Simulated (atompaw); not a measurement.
# An all-electron radial function and its pseudo partner (chromium (Cr))

Columns: radius, all-electron u(r) and pseudo u(r) of the 4s shell (level -4.95 eV) of chromium in the configuration [Ne] 3s2 3p6 3d5 4s0 4p1; PBE, scalar-relativistic, PAW (atompaw) scheme, atompaw 4.2.0.5.

| r (bohr) | all-electron | pseudo |
| --- | --- | --- |
| 0.112 | 0.0663 | 0.0254 |
| 0.223 | 0.1469 | 0.0509 |
| 0.335 | 0.0230 | 0.0771 |
| 0.446 | -0.1275 | 0.1038 |
| 0.558 | -0.2258 | 0.1317 |
| 0.669 | -0.2565 | 0.1604 |
| 0.781 | -0.2324 | 0.1904 |
| 0.892 | -0.1723 | 0.2211 |
| 1.004 | -0.0915 | 0.2531 |
| 1.115 | -0.0031 | 0.2855 |
| 1.227 | 0.0866 | 0.3186 |
| 1.338 | 0.1710 | 0.3515 |
| 1.450 | 0.2491 | 0.3843 |
| 1.562 | 0.3186 | 0.4162 |
| 1.673 | 0.3786 | 0.4466 |
| 1.785 | 0.4302 | 0.4753 |
| 1.896 | 0.4730 | 0.5015 |
| 2.008 | 0.5082 | 0.5251 |
| 2.119 | 0.5360 | 0.5453 |
| 2.231 | 0.5576 | 0.5622 |
| 2.342 | 0.5733 | 0.5752 |
| 2.454 | 0.5839 | 0.5846 |
| 2.565 | 0.5900 | 0.5902 |
| 2.677 | 0.5923 | 0.5923 |
| 2.788 | 0.5911 | 0.5911 |
| 2.900 | 0.5870 | 0.5870 |

Question: How many radial nodes do the two functions have?

Answer: The all-electron 4s function has n − l − 1 = 3 (the table is too coarse to show those close to the nucleus); the pseudo-wave has 0, since the states of the same l below it are removed with the core.

Question: Where does each function peak?

Answer: Outermost all-electron maximum near 2.68 bohr, pseudo maximum near 2.68 bohr (to the table’s step).

Question: Is the pseudo-wave norm-conserving?

Answer: No, it belongs to a PAW set: the norm inside the radius is not constrained, and the difference is carried by the augmentation charge.
